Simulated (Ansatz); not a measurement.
BiH2(iPr) (C3H9Bi). The state is a triplet with charge 0. Geometry PBE0-D4/def2-SVP, that of the neutral singlet; atoms count from 1.

```csv
atom,x (Å),y (Å),z (Å)
Bi1,0.638,-1.857,-0.936
H2,-0.982,-2.339,-1.553
H3,1.047,-1.144,-2.537
C4,-0.158,0.156,-0.135
C5,1.006,1.096,0.121
C6,-1.006,-0.089,1.100
H7,-0.785,0.547,-0.951
H8,1.590,1.296,-0.790
H9,1.698,0.695,0.882
H10,0.645,2.070,0.500
H11,-1.402,0.863,1.496
H12,-1.869,-0.740,0.891
H13,-0.423,-0.555,1.913
```

In the def2 sets Bi takes a core potential; there is no spin–orbit coupling. At PBE0-D4/def2-TZVP a singlet of charge 0 lies 4.26 eV below the triplet at the same geometry.

(1) Estimate the Mulliken populations from the PBE0/def2-TZVP orbitals of Ansatz.

(2) Where does the spin sit?

(3) And the Mayer bond orders between heavy atoms (over 0.3)?

Results:

(1) 
| atom | charge (e) | spin (α − β) |
| --- | --- | --- |
| Bi1 | -0.06 | 1.34 |
| H2 | -0.04 | -0.03 |
| H3 | -0.04 | -0.03 |
| C4 | -0.04 | 0.60 |
| C5 | -0.37 | -0.03 |
| C6 | -0.37 | -0.03 |
| H7 | 0.11 | 0.03 |
| H8 | 0.14 | 0.02 |
| H9 | 0.13 | 0.02 |
| H10 | 0.14 | 0.04 |
| H11 | 0.14 | 0.04 |
| H12 | 0.14 | 0.02 |
| H13 | 0.13 | 0.02 |
Mulliken values depend strongly on the basis.

(2) Summed by element: Bi 1.34, H 0.12, C 0.53, of 2 unpaired in all. Largest on single atoms: Bi1 1.34, C4 0.60, H10 0.04.

(3) C4–C5 1.03 (1.52 Å); C4–C6 1.03 (1.52 Å).
